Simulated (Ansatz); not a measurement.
Molecule: YOBr (charge 0, singlet). SMILES: [O]=[Y][Br]
Structure (B3LYP-D3(BJ)/def2-TZVP (Ansatz, a program for electronic structure) minimum search):
```xyz
3

Y      0.9926    -0.3896     0.0860
O      1.9097    -0.1887    -1.4605
Br    -1.5426     0.4773     0.2380
```

Wanted: atomisation energy, in kcal/mol. Terms: no spin-orbit coupling; atomisation electronic, to ground-state atoms; 6-31G* and kin with 6d, 5d where marked; UHF or UKS for open shells; no dispersion term unless named; def2 sets with scalar-relativistic core potentials past Kr; LANL2DZ with its own core potentials from Na on. First-principles rows: single points at B3LYP-D3(BJ) geometries (Ansatz).

```json
[
 {"species": "[O]=[Y][Br]", "coefficient": "-1", "E at B3LYP/6-31G* with LANL2DZ past Ar (Ansatz), Eh": "-126.43498", "E at wB97M-V/def2-TZVPD (Ansatz), Eh": "-2687.60512"},
 {"species": "Br atom", "coefficient": "+1", "E at B3LYP/6-31G* with LANL2DZ past Ar (Ansatz), Eh": "-13.13045", "E at wB97M-V/def2-TZVPD (Ansatz), Eh": "-2573.96842"},
 {"species": "O atom", "coefficient": "+1", "E at B3LYP/6-31G* with LANL2DZ past Ar (Ansatz), Eh": "-75.06062", "E at wB97M-V/def2-TZVPD (Ansatz), Eh": "-75.07806"},
 {"species": "Y atom", "coefficient": "+1", "E at B3LYP/6-31G* with LANL2DZ past Ar (Ansatz), Eh": "-37.84804", "E at wB97M-V/def2-TZVPD (Ansatz), Eh": "-38.14671"}
]
```

 1 Eh = 627.5095 kcal/mol.

Work the quantity out at each level.


- B3LYP/6-31G* with LANL2DZ past Ar: the sum of coefficient times E is 0.39587 Eh, or 248.41 kcal/mol. Result: 248.4 kcal/mol.
- wB97M-V/def2-TZVPD: the sum of coefficient times E is 0.41193 Eh, or 258.49 kcal/mol. Result: 258.5 kcal/mol.
